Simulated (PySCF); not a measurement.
**Dipole response of Cr³⁺ (chromium, charge +3)**

[Ar] 3d3, high-spin 4F determinant. Calculation: PySCF 2.14, in aug-cc-pwCVTZ (10s9p7d4f3g, 127 functions); no relativity, point nucleus. Coupled (time-dependent) response in atomic units; α is the mean over directions.

```tsv
method	mean α (bohr³)	C₆ (like pair)	S(−4)
PW91	2.177	5.517	1.787
```

S(−4) is the Cauchy moment in α(ω) = α(0) + S(−4) ω² + …

α(iu) at PW91:

| u (hartree) | α(iu) (bohr³) |
| --- | --- |
| 0 | 2.177 |
| 0.0500 | 2.172 |
| 0.100 | 2.159 |
| 0.200 | 2.110 |
| 0.300 | 2.038 |
| 0.500 | 1.861 |
| 0.750 | 1.636 |
| 1.00 | 1.436 |
| 1.50 | 1.111 |
| 2.00 | 0.8697 |
| 3.00 | 0.5600 |
| 5.00 | 0.2813 |

For an ion, C₆ is the dispersion term alone; charge-induced terms of lower order in 1/R come first.
